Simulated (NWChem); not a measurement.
Molecule: BeH₂SeS; SMILES [SH][Be][SeH]

```xyz
5

Be     0.0221    -0.6630     0.0375
S     -0.0510    -2.5650     0.1170
H      0.0046    -2.6917    -1.2302
Se     0.1343     1.3637    -0.0239
H     -1.3345     1.4587    -0.0892
```
Atoms are numbered in this order, from 1.

Structure relaxed at the PBE0/def2-SVP level.

Spin-orbit effects, on the heavy nuclei and on their neighbours, are missing.

Give the principal values of the shielding tensors (ppm) of Be1, S2, Se4 from PBE0/pcSseg-1, GIAO (NWChem), with their diamagnetic and paramagnetic parts as GIAO splits them.


| atom | σ11 | σ22 | σ33 | isotropic | diamagnetic | paramagnetic |
|---|---|---|---|---|---|---|
| Be1 | 42.1 | 43.7 | 154.9 | 80.2 | 144.6 | -64.4 |
| S2 | 578.8 | 723.8 | 812.9 | 705.2 | 1057.7 | -352.5 |
| Se4 | 1993.8 | 2214.1 | 2378.5 | 2195.5 | 3002.0 | -806.5 |
